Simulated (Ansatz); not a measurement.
Geometry optimisation, RKS PBE0-D4/def2-mTZVP (Ansatz 0.2.0).

The input (input.yaml):

```yaml
crystal:
  periodic: [false, false, false]
  atoms:
    - { symbol: Ga, position_ang: [-0.474344, 0.826735, 1.351013] }
    - { symbol: "N", position_ang: [0.263917, -0.538373, 0.25915] }
    - { symbol: C, position_ang: [-0.407041, -1.169564, -0.859394] }
    - { symbol: H, position_ang: [-1.781044, 1.465386, 0.790748] }
    - { symbol: H, position_ang: [0.318711, 1.152975, 2.653085] }
    - { symbol: H, position_ang: [1.416699, 1.228723, -0.675383] }
    - { symbol: F, position_ang: [1.465047, 2.143574, -0.660214] }
    - { symbol: H, position_ang: [0.981354, -1.123641, 0.667625] }
    - { symbol: H, position_ang: [-0.902062, -2.10937, -0.58862] }
    - { symbol: H, position_ang: [-1.169602, -0.495453, -1.257267] }
    - { symbol: H, position_ang: [0.288264, -1.380891, -1.68074] }
basis:
  gaussian: { orbitals: def2-mTZVP }
hamiltonian:
  xc: pbe0
  dispersion: d4
relax:
  f_tol: 0.03
  max_steps: 50
```

Launched with:

```bash
$ ansatz run input.yaml --threads 2 --pin off --max-ram 3072MiB --backend cpu --events-out ev --progress --plain --runs-dir out
```

Q: Where does it end, and by what steps?

A: The run converged. After 17 steps the energy has fallen by 1.608 eV; F7 moved furthest, 1.07 Å. Parted: H6–F7 (0.92 → 2.38 Å). Joined: Ga1–F7 (3.09 → 1.81 Å), N2–H6 (2.31 → 1.02 Å).

```
step  energy less start (eV)  largest force component (eV/Å)  accepted
   0                  0.0000                           1.387       yes
   1                 -0.1306                           0.464       yes
   2                 -0.2268                           0.354       yes
   3                 -0.2295                           0.871       yes
   4                 -0.2609                           0.484       yes
   5                 -0.2863                           0.320       yes
   6                 -0.3478                           0.397       yes
   7                 -0.4240                           0.913       yes
   8                 -0.5539                           3.408       yes
   9                 -0.9418                           2.090       yes
  10                 -1.2971                           2.213       yes
  11                 -1.5308                           0.467       yes
  12                 -1.5145                           1.440        no
  13                 -1.5784                           0.254       yes
  14                 -1.6006                           0.281       yes
  15                 -1.6068                           0.081       yes
  16                 -1.5912                           0.289        no
  17                 -1.6079                           0.012       yes
```

```xyz
11
Properties=species:S:1:pos:R:3
Ga -0.213 1.252 1.096
N 0.583 -0.337 -0.045
C -0.346 -1.067 -0.918
H -1.746 1.226 0.741
H 0.417 1.042 2.524
H 1.257 0.188 -0.600
F 0.728 2.411 0.076
H 1.116 -0.983 0.530
H -1.059 -1.616 -0.305
H -0.905 -0.349 -1.518
H 0.168 -1.765 -1.582
```

Whether the end is a true minimum wasn't checked by a vibrational analysis.

The run took 110 s on 2 threads of Arm Neoverse N1 (shared host), peak memory 0.26 GiB.
